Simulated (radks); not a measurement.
Effect of the nuclear size on the scandium ion Sc+, [Ar] 3d1 4s1. Calculated with a radial shooting solver on a logarithmic mesh with Libxc functionals: Dirac Kohn-Sham, BLYP, spin-unpolarised, spherical densities, finite nucleus; open shells fill j = l - 1/2 first; Fermi nuclear charge, rms radius 3.5459 fm. The rms radius is varied about that value; shifts are against it.

rms radius (fm)	total energy shift (eV)	density at nucleus (e/bohr^3)	1s1/2 shift (meV)	2s1/2 shift (meV)	2p1/2 shift (meV)	3s1/2 shift (meV)
3.1098	-0.00897	7290	-3.79	-0.308	0.044	-0.039
3.2622	-0.00597	7280	-2.52	-0.205	0.029	-0.026
3.5459	0	7263	0.000	0.000	0.000	0.000
3.6984	0.00341	7254	1.44	0.117	-0.017	0.015
4.3508	0.0196	7221	8.25	0.672	-0.096	0.085

Slopes of the eigenvalues against <r^2> in GHz/fm^2, as finite differences over the two radii next to the reference (eigenvalue slopes, not the field-shift constants of lines): 1s1/2 315, 2s1/2 25.6, 2p1/2 -3.65, 3s1/2 3.26.
